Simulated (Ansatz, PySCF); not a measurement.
This PySCF input computes a CAM-B3LYP/def2-TZVPD energy:

```python
from pyscf import gto, scf, dft

mol = gto.M(
    atom='''
    C    -1.20748795   -0.05475739   -0.02997572
    Si    0.58530938    0.02654272    0.01453023
    H    -1.82230395    0.83895675   -0.07707614
    H    -1.74051796   -1.00052426   -0.01137043
    H     1.36330731   -1.21371511    0.07790906
    H     1.25011096    1.33222888   -0.01303131
    ''',
    basis='def2-tzvpd',
    charge=1,
    spin=1,
    verbose=4,
)

mf = dft.UKS(mol, xc='camb3lyp').density_fit(auxbasis='def2-universal-jkfit')
mf.grids.level = 3
mf.conv_tol = 1e-9
mf.max_cycle = 100
mf.max_memory = 1500
mf.kernel()
if not mf.converged:
    mf = mf.newton()
    mf.kernel(mf.make_rdm1())
for _ in range(2):
    mo, _, stable, _ = mf.stability(return_status=True)
    if stable:
        break
    mf.kernel(mf.make_rdm1(mo, mf.mo_occ))
mf.analyze()
```

Question: Write an input for the same energy in Ansatz (a quantum-chemistry and plane-wave program) and say what it gives.

Answer: 
Ansatz 0.2 input:
```yaml
crystal:
  periodic: [false, false, false]
  atoms:
    - {symbol: C, position_ang: [-1.20748795, -0.05475739, -0.02997572]}
    - {symbol: Si, position_ang: [0.58530938, 0.02654272, 0.01453023]}
    - {symbol: H, position_ang: [-1.82230395, 0.83895675, -0.07707614]}
    - {symbol: H, position_ang: [-1.74051796, -1.00052426, -0.01137043]}
    - {symbol: H, position_ang: [1.36330731, -1.21371511, 0.07790906]}
    - {symbol: H, position_ang: [1.25011096, 1.33222888, -0.01303131]}
basis:
  gaussian:
    orbitals: def2-TZVPD
hamiltonian:
  xc: {name: CAM-B3LYP}
total_charge: 1
magnetization: {spin_polarized: true, initial_magnetization: 1}
output: {forces: true}
```
It gives -329.62432 Eh, and PySCF -329.62438 Eh, a difference of 0.06 mEh, from the treatment of integrals and grids.
